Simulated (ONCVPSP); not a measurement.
# Transferability test, ONCV potential for carbon

C, optimised norm-conserving Vanderbilt (ONCV), made with ONCVPSP 4.0.1 (PBE, scalar-relativistic). Core [He], reference 2s2 2p1.5 (charge +0.5). Waves: 2s: rc 0.80 bohr, ncon 3, nbas 6, qcut 7.8 1/bohr, 1 projector; 2p: rc 1.85 bohr, ncon 4, nbas 8, qcut 7.6 1/bohr, 3 projectors, debl 2.4 Ha; d scattering state at 0.39 Ha: rc 1.70 bohr, ncon 3, nbas 8, qcut 5.8 1/bohr, 2 projectors, debl 0.5 Ha. Local part: polynomial inside 0.65 bohr (lpopt 5, dvloc0 1 Ha). Core correction: Teter function, fcfact 6, rcfact 1.25.

Energies are relative to the spin-unpolarised reference configuration 2s2 2p1.5; without spin polarisation the order of configurations can differ from experiment.

Task: Give the all-electron excitation energy and the error of the potential for: 2s2 2p2; 2s2 2p1; 2s2 2p0; 2s1 2p3.

Result:

```
valence configuration  charge  ΔE all-electron (eV)  error AE − PS (meV)
              2s2 2p2       0                -3.963                 +3.5
              2s2 2p1      +1                 6.898                 +8.9
              2s2 2p0      +2                31.054                 +178
              2s1 2p3       0                 4.515                  +13
```

Levels in the configuration 2s2 2p0:

```
level  all-electron (eV)  pseudo (eV)
   2s            -40.379      -40.188
```

Note: ghosts flagged at negative energy: d at -27.9 eV; no localised positive-energy state flagged. A true bound ghost makes a file unfit for plane-wave use.
